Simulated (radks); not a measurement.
Values are calculated unless marked as measured or tabulated.
Task: Orbital eigenvalues (eV) of the silicon ion Si3+, [Ne] 3s1, of relativity; Dirac values are averaged over j with weights 2j + 1. Spin-unpolarised spherical Kohn-Sham, LDA (Slater exchange, Perdew-Wang correlation), point nucleus unless stated (finite: rms radius 3.1224 fm), a radial shooting solver on a logarithmic mesh with Libxc functionals. A level marked "c x" has the speed of light scaled by that factor.

shell  non-rel.
1s      -1811.4
2s      -174.46
2p      -132.09
3s      -39.605

Give the values at the level "Dirac, c x 1.5".

Result: 
shell  Dirac, c x 1.5  change of magnitude (%)
1s            -1813.5                    +0.11
2s            -174.76                    +0.17
2p            -132.09                    0.00
3s            -39.642                    +0.09
